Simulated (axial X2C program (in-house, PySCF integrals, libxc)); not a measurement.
# Curves of AlBr⁻ by EOM-EA-CCSD

Computed with an in-house all-electron X2C program for linear molecules (integrals from PySCF): two-component X2C with atomic mean-field Coulomb and Gaunt terms, Gaussian nuclei, basis Br dyall-acv3z, Al dyall-av3z with contracted cores.

Energies in eV from the lowest point of the lowest state; states are followed by energy order within each Ω. Reference: AlBr, 10 electrons correlated in 92 virtual spinors with an MP2 remainder; levels at this size can be off by some tenths of an eV. Masses 78.918 and 26.982 u.

| R (Å) | (1)Ω=1/2 | (1)Ω=3/2 |
| --- | --- | --- |
| 2.135 | 0.5302 | 0.5516 |
| 2.228 | 0.2478 | 0.2695 |
| 2.321 | 0.0890 | 0.1104 |
| 2.425 | 0.0101 | 0.0307 |
| 2.530 | 0.0000 | 0.0202 |
| 2.669 | 0.0548 | 0.0729 |

T1 of the reference reaches 0.014 (Lee–Taylor). Curves followed by order can swap character. Number of frozen shells: Br 3 s, 2 p, 1 d; Al 2 s, 1 p. Roots with under 60 % one-particle weight at any point are counted in the labels but not shown, and the list ends where the roots sought for some Ω run out; states that need a further excitation are missing and may lie low or lowest. Curves with a minimum but no constants failed the fit check.
